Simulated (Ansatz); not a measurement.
Harmonic vibrations of `[SiH3][SbH2]` by finite differences.

```yaml
crystal:
  periodic: [false, false, false]
  atoms:
    - {symbol: Si, position_ang: [-0.648085, -0.539314, -0.447082]}
    - {symbol: Sb, position_ang: [1.176677, 0.137814, 1.237380]}
    - {symbol: H, position_ang: [-1.882825, -0.889447, 0.303868]}
    - {symbol: H, position_ang: [-0.187742, -1.743379, -1.188290]}
    - {symbol: H, position_ang: [-0.961448, 0.538594, -1.419863]}
    - {symbol: H, position_ang: [0.424213, 1.650988, 1.488510]}
    - {symbol: H, position_ang: [2.140511, 0.776745, -0.020324]}
basis:
  gaussian: {orbitals: def2-TZVP}
hamiltonian: {xc: pbe0, dispersion: d4}
phonons: {temperatures: {t_min: 298.15, t_max: 900, t_step: 200}}
```

```sh
$ ansatz run in.yaml --threads 2 --pin off --events-out ev --progress --plain --max-ram 32768MiB --backend cpu
```

Shortened log:

```
Functional definition: PBE0
mean field -14493.40732853 eV, -532.6228953392 hartree, gradient 1.7e-5 eV, S^2 0.000000; 0 other end points of the search recorded, 0 dependent functions left out
mean field -14493.40724569 eV, -532.6228922947 hartree, gradient 1.3e-6 eV, S^2 0.000000; 0 other end points of the search recorded, 0 dependent functions left out
mean field -14493.40726527 eV, -532.6228930142 hartree, gradient 1.3e-6 eV, S^2 0.000000; 0 other end points of the search recorded, 0 dependent functions left out
mean field -14493.40723703 eV, -532.6228919766 hartree, gradient 1.3e-6 eV, S^2 0.000000; 0 other end points of the search recorded, 0 dependent functions left out
mean field -14493.40725229 eV, -532.6228925374 hartree, gradient 1.3e-6 eV, S^2 0.000000; 0 other end points of the search recorded, 0 dependent functions left out
mean field -14493.40724450 eV, -532.6228922510 hartree, gradient 1.3e-6 eV, S^2 0.000000; 0 other end points of the search recorded, 0 dependent functions left out
mean field -14493.40725809 eV, -532.6228927506 hartree, gradient 1.3e-6 eV, S^2 0.000000; 0 other end points of the search recorded, 0 dependent functions left out
mean field -14493.40730606 eV, -532.6228945134 hartree, gradient 1.3e-6 eV, S^2 0.000000; 0 other end points of the search recorded, 0 dependent functions left out
mean field -14493.40727008 eV, -532.6228931910 hartree, gradient 1.3e-6 eV, S^2 0.000000; 0 other end points of the search recorded, 0 dependent functions left out
mean field -14493.40728336 eV, -532.6228936792 hartree, gradient 1.3e-6 eV, S^2 0.000000; 0 other end points of the search recorded, 0 dependent functions left out
mean field -14493.40727433 eV, -532.6228933475 hartree, gradient 1.3e-6 eV, S^2 0.000000; 0 other end points of the search recorded, 0 dependent functions left out
mean field -14493.40730259 eV, -532.6228943859 hartree, gradient 1.3e-6 eV, S^2 0.000000; 0 other end points of the search recorded, 0 dependent functions left out
mean field -14493.40726891 eV, -532.6228931482 hartree, gradient 1.3e-6 eV, S^2 0.000000; 0 other end points of the search recorded, 0 dependent functions left out
mean field -14493.40728241 eV, -532.6228936444 hartree, gradient 1.3e-6 eV, S^2 0.000000; 0 other end points of the search recorded, 0 dependent functions left out
mean field -14493.40729513 eV, -532.6228941118 hartree, gradient 1.3e-6 eV, S^2 0.000000; 0 other end points of the search recorded, 0 dependent functions left out
mean field -14493.40731637 eV, -532.6228948924 hartree, gradient 1.3e-6 eV, S^2 0.000000; 0 other end points of the search recorded, 0 dependent functions left out
mean field -14493.40732363 eV, -532.6228951592 hartree, gradient 1.3e-6 eV, S^2 0.000000; 0 other end points of the search recorded, 0 dependent functions left out
mean field -14493.40730405 eV, -532.6228944395 hartree, gradient 1.3e-6 eV, S^2 0.000000; 0 other end points of the search recorded, 0 dependent functions left out
mean field -14493.40731625 eV, -532.6228948878 hartree, gradient 1.3e-6 eV, S^2 0.000000; 0 other end points of the search recorded, 0 dependent functions left out
mean field -14493.40731053 eV, -532.6228946776 hartree, gradient 1.3e-6 eV, S^2 0.000000; 0 other end points of the search recorded, 0 dependent functions left out
mean field -14493.40732598 eV, -532.6228952455 hartree, gradient 1.3e-6 eV, S^2 0.000000; 0 other end points of the search recorded, 0 dependent functions left out
mean field -14493.40728597 eV, -532.6228937751 hartree, gradient 1.3e-6 eV, S^2 0.000000; 0 other end points of the search recorded, 0 dependent functions left out
mean field -14493.40729431 eV, -532.6228940817 hartree, gradient 1.3e-6 eV, S^2 0.000000; 0 other end points of the search recorded, 0 dependent functions left out
mean field -14493.40730543 eV, -532.6228944903 hartree, gradient 1.3e-6 eV, S^2 0.000000; 0 other end points of the search recorded, 0 dependent functions left out
mean field -14493.40731563 eV, -532.6228948649 hartree, gradient 1.3e-6 eV, S^2 0.000000; 0 other end points of the search recorded, 0 dependent functions left out
mean field -14493.40731343 eV, -532.6228947844 hartree, gradient 1.3e-6 eV, S^2 0.000000; 0 other end points of the search recorded, 0 dependent functions left out
mean field -14493.40732848 eV, -532.6228953373 hartree, gradient 1.3e-6 eV, S^2 0.000000; 0 other end points of the search recorded, 0 dependent functions left out
mean field -14493.40729321 eV, -532.6228940412 hartree, gradient 1.3e-6 eV, S^2 0.000000; 0 other end points of the search recorded, 0 dependent functions left out
mean field -14493.40729912 eV, -532.6228942583 hartree, gradient 1.3e-6 eV, S^2 0.000000; 0 other end points of the search recorded, 0 dependent functions left out
mean field -14493.40729436 eV, -532.6228940834 hartree, gradient 1.3e-6 eV, S^2 0.000000; 0 other end points of the search recorded, 0 dependent functions left out
mean field -14493.40730911 eV, -532.6228946255 hartree, gradient 1.3e-6 eV, S^2 0.000000; 0 other end points of the search recorded, 0 dependent functions left out
mean field -14493.40732039 eV, -532.6228950400 hartree, gradient 1.3e-6 eV, S^2 0.000000; 0 other end points of the search recorded, 0 dependent functions left out
mean field -14493.40731389 eV, -532.6228948012 hartree, gradient 1.3e-6 eV, S^2 0.000000; 0 other end points of the search recorded, 0 dependent functions left out
mean field -14493.40730147 eV, -532.6228943446 hartree, gradient 1.3e-6 eV, S^2 0.000000; 0 other end points of the search recorded, 0 dependent functions left out
mean field -14493.40728449 eV, -532.6228937206 hartree, gradient 1.3e-6 eV, S^2 0.000000; 0 other end points of the search recorded, 0 dependent functions left out
mean field -14493.40733147 eV, -532.6228954473 hartree, gradient 1.3e-6 eV, S^2 0.000000; 0 other end points of the search recorded, 0 dependent functions left out
mean field -14493.40731660 eV, -532.6228949006 hartree, gradient 1.3e-6 eV, S^2 0.000000; 0 other end points of the search recorded, 0 dependent functions left out
mean field -14493.40732180 eV, -532.6228950918 hartree, gradient 1.3e-6 eV, S^2 0.000000; 0 other end points of the search recorded, 0 dependent functions left out
mean field -14493.40730147 eV, -532.6228943447 hartree, gradient 1.3e-6 eV, S^2 0.000000; 0 other end points of the search recorded, 0 dependent functions left out
mean field -14493.40732444 eV, -532.6228951890 hartree, gradient 1.3e-6 eV, S^2 0.000000; 0 other end points of the search recorded, 0 dependent functions left out
mean field -14493.40731368 eV, -532.6228947934 hartree, gradient 1.3e-6 eV, S^2 0.000000; 0 other end points of the search recorded, 0 dependent functions left out
mean field -14493.40730455 eV, -532.6228944580 hartree, gradient 1.3e-6 eV, S^2 0.000000; 0 other end points of the search recorded, 0 dependent functions left out
mean field -14493.40730236 eV, -532.6228943776 hartree, gradient 1.3e-6 eV, S^2 0.000000; 0 other end points of the search recorded, 0 dependent functions left out
Total energy: -14493.52417827 eV, -532.6271894881 hartree
Atom 0 at    -0.648085    -0.539314    -0.447082 Å, force     0.001429     0.000581     0.001285 eV/Å
Atom 1 at     1.176677     0.137814     1.237380 Å, force    -0.000882    -0.001452    -0.000571 eV/Å
Atom 2 at    -1.882825    -0.889447     0.303868 Å, force     0.000101    -0.000188    -0.000688 eV/Å
Atom 3 at    -0.187742    -1.743379    -1.188290 Å, force    -0.000893    -0.000152     0.000079 eV/Å
Atom 4 at    -0.961448     0.538594    -1.419863 Å, force    -0.000149    -0.000421    -0.000134 eV/Å
Atom 5 at     0.424213     1.650988     1.488510 Å, force    -0.000058     0.000842     0.000285 eV/Å
Atom 6 at     2.140511     0.776745    -0.020324 Å, force     0.000451     0.000790    -0.000256 eV/Å
Dipole moment:     0.006253    -0.025493     0.022061 e Å
Vibrations: 125.83 308.73 388.21 403.36 599.17 628.34 827.28 864.57 938.80 941.97 1961.23 1967.36 2216.24 2229.78 2235.20 cm⁻¹, zero-point energy 1.031305 eV
```

Hardware: 2 threads of a server CPU on a shared host. Wall time 92 s, peak host memory 0.24 GiB.
